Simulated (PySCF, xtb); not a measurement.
C4H7BO, SMILES C=C1CB(C)O1.

GFN2-xTB in xtb 6.7.1 at its own geometry gives an orbital gap of 4.86 eV and a dipole moment of 1.29 D.

The structure is a stationary point at B3LYP-D3(BJ)/def2-SVP. This is a generated structure with no PubChem entry under its InChIKey; it may be hypothetical.

Task: What does CAM-B3LYP/def2-TZVP in PySCF give? (Estimate from the structure and the level; the computed values follow.)

Result: gap 9.56 eV (levels -8.36 and 1.20 eV), dipole 1.62 D.
